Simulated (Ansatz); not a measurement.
`[BH2][Al]([CH3])[NH2]`, 11 atoms. Total charge 0; spin multiplicity 1. All runs use 2 threads of an Intel Xeon Platinum 8375C on a shared host. Correlated methods freeze the cores.

(1) Give the basis size and wall time and peak host memory of each of these runs in Ansatz. RKS r2SCANh-D4/def2-TZVPP energy; direct RPA on PBE orbitals/def2-TZVPP energy; RKS PBE0-D4/def2-TZVP relaxation (18 steps); RKS ωB97X-V/def2-TZVPP energy; RKS PBE0-D4/def2-QZVPP energy; RKS PBE0-D4/def2-TZVP frequencies; RKS PBE-QIDH (frozen core)/def2-TZVPP energy; RKS ωB97M-V/def2-SVP energy; RKS CAM-B3LYP-D4/def2-TZVPP energy; RHF-MP2/def2-QZVPP energy; RKS ωB97M-V/def2-QZVPP energy; RHF-CCSD(T)/def2-TZVPP energy. (Best estimate.)

## Answers

(1) Computed: Other jobs shared the machine, so times are rough.

```json
{"level": "RKS CAM-B3LYP-D4/def2-TZVPP", "job": "energy", "functions": "233", "wall time": "3.4 s", "peak host memory (GiB)": "0.52"}
{"level": "RKS ωB97M-V/def2-SVP", "job": "energy", "functions": "95", "wall time": "3.8 s", "peak host memory (GiB)": "0.43"}
{"level": "RKS r2SCANh-D4/def2-TZVPP", "job": "energy", "functions": "233", "wall time": "4 s", "peak host memory (GiB)": "0.48"}
{"level": "RKS PBE-QIDH (frozen core)/def2-TZVPP", "job": "energy", "functions": "233", "wall time": "5.5 s", "peak host memory (GiB)": "0.52"}
{"level": "direct RPA on PBE orbitals/def2-TZVPP", "job": "energy", "functions": "233", "wall time": "7 s", "peak host memory (GiB)": "0.54"}
{"level": "RKS PBE0-D4/def2-QZVPP", "job": "energy", "functions": "451", "wall time": "8 s", "peak host memory (GiB)": "1.2"}
{"level": "RKS ωB97X-V/def2-TZVPP", "job": "energy", "functions": "233", "wall time": "8 s", "peak host memory (GiB)": "0.58"}
{"level": "RKS ωB97M-V/def2-QZVPP", "job": "energy", "functions": "451", "wall time": "18 s", "peak host memory (GiB)": "1.5"}
{"level": "RHF-MP2/def2-QZVPP", "job": "energy", "functions": "451", "wall time": "20 s", "peak host memory (GiB)": "2.3"}
{"level": "RKS PBE0-D4/def2-TZVP", "job": "relaxation (18 steps)", "functions": "172", "wall time": "53 s", "peak host memory (GiB)": "0.38"}
{"level": "RKS PBE0-D4/def2-TZVP", "job": "frequencies", "functions": "172", "wall time": "2.2 min", "peak host memory (GiB)": "0.43"}
{"level": "RHF-CCSD(T)/def2-TZVPP", "job": "energy", "functions": "233", "wall time": "3.4 min", "peak host memory (GiB)": "1.7"}
```
